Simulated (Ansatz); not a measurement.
`OB(O)S` + `O=CO[SiH2]F` → `O=COB(O)S` + `O[SiH2]F`  (redistribution)

Computed with Ansatz on PBE0-D4/def2-TZVP structures; ΔE is electronic, products minus reactants. CCSD(T)/CBS is the MP2 limit (def2-TZVPP, def2-QZVPP) plus CCSD(T) − MP2 in def2-TZVPP, frozen cores. DFT in def2-TZVPP. B3LYP here is the variant with VWN-RPA as its local correlation; programs differ in this. HSE06 is defined as in plane-wave codes. One conformer a species, not always the lowest.

`OB(O)S`:

Cartesian coordinates in Å:
```
O 0.184 -1.059 0.542
B -0.267 0.125 0.036
O -1.531 0.527 0.317
S 0.699 1.264 -1.021
H 1.084 -1.288 0.308
H -1.994 -0.106 0.874
H 1.825 0.536 -1.056
```

`O=CO[SiH2]F`:

Z-matrix (Å, degrees):
```
Si
F 1 1.586
O 1 1.674 2 109.4
H 1 1.473 2 108.5 3 -112.8
H 1 1.473 2 109.6 3 121.9
C 3 1.341 1 121.0 2 70.9
O 6 1.193 3 124.5 1 -2.6
H 6 1.099 3 110.8 1 177.4
```

`O=COB(O)S`:

Cartesian coordinates in Å:
```
O -1.920 0.650 -0.559
C -1.009 0.446 -1.315
O 0.211 0.035 -0.978
B 0.595 -0.220 0.358
O -0.233 -0.072 1.403
S 2.309 -0.767 0.529
H -1.084 0.581 -2.402
H -1.107 0.229 1.099
H 2.238 -0.882 1.865
```

`O[SiH2]F`:

Z-matrix (Å, degrees):
```
Si
F 1 1.596
O 1 1.630 2 111.0
H 1 1.482 2 106.0 3 121.4
H 1 1.474 2 108.2 3 -116.3
H 3 0.958 1 119.1 2 71.8
```

| level | ΔE (kcal/mol) | difference from CCSD(T)/CBS |
| --- | --- | --- |
| LDA (SPW92) | -3.8 | -2.4 |
| revPBE-D4 | -1.4 | 0.0 |
| r2SCAN-D4 | -1.6 | -0.2 |
| B97M-V | -1.5 | -0.1 |
| B3LYP-D4 | -1.4 | 0.0 |
| r2SCANh-D4 | -1.5 | -0.1 |
| r2SCAN0-D4 | -1.5 | -0.1 |
| HSE06-D4 | -1.6 | -0.2 |
| BHLYP-D4 | -1.3 | 0.1 |
| CAM-B3LYP-D4 | -1.8 | -0.4 |
| ωB97X-V | -1.3 | 0.1 |
| ωB97M-V | -1.2 | 0.2 |
| B2PLYP | -1.4 | 0.0 |
| PBE-QIDH | -1.5 | -0.1 |
| PBE | -1.7 | -0.3 |
| revPBE | -0.9 | 0.5 |
| BLYP | -1.3 | 0.1 |
| r2SCAN | -1.5 | -0.1 |
| B3LYP | -1.3 | 0.1 |
| r2SCANh | -1.5 | -0.1 |
| r2SCAN0 | -1.5 | -0.1 |
| HSE06 | -1.5 | -0.1 |
| BHLYP | -1.3 | 0.1 |
| CAM-B3LYP | -1.7 | -0.3 |
| LC-ωPBE | -1.4 | 0.0 |
| RPA@PBE/def2-TZVPP | -1.1 | 0.3 |
| HF/def2-SVP | 0.5 | 1.9 |
| MP2/def2-SVP | -0.7 | 0.7 |
| CCSD/def2-SVP | -0.3 | 1.1 |
| CCSD(T)/def2-SVP | -0.7 | 0.7 |
| MP2/def2-TZVPP | -1.4 | 0.0 |
| SCS-MP2/def2-TZVPP | -0.9 | 0.5 |
| CCSD/def2-TZVPP | -1.0 | 0.4 |
| CCSD(T)/def2-TZVPP | -1.3 | 0.1 |
| HF/def2-QZVPP | 0.1 | 1.5 |
| MP2/def2-QZVPP | -1.3 | 0.1 |
| SCS-MP2/def2-QZVPP | -0.9 | 0.5 |
| HF/CBS(def2) | 0.1 | 1.5 |
| MP2/CBS(def2) | -1.4 | 0.0 |
| CCSD/CBS(def2) | -1.0 | 0.4 |
| CCSD(T)/CBS | -1.4 | 0 |

**Question.** What do rigid-rotor, harmonic-oscillator terms from PBE0-D4/def2-TZVP frequencies (298.15 K, 1 bar) make of the CCSD(T)/CBS value? (Best estimate.)

**Answer.** Ansatz gave: ΔZPE = -0.1 kcal/mol, ΔH = -1.6 kcal/mol, ΔS = -8 J/(mol·K), ΔG = -1.0 kcal/mol.

Largest T1 diagnostic among the species: 0.015.

Leaving LDA and LC-ωPBE aside and taking each functional with its dispersion term where it has one, the values spread over 0.6 kcal/mol, from CAM-B3LYP-D4 to ωB97M-V. LDA lies −2.1 kcal/mol from PBE without D4. In def2-TZVPP, CCSD(T) changes the Hartree–Fock value by −1.3 kcal/mol (the triples alone add −0.4 kcal/mol) and MP2 by −1.3 kcal/mol.
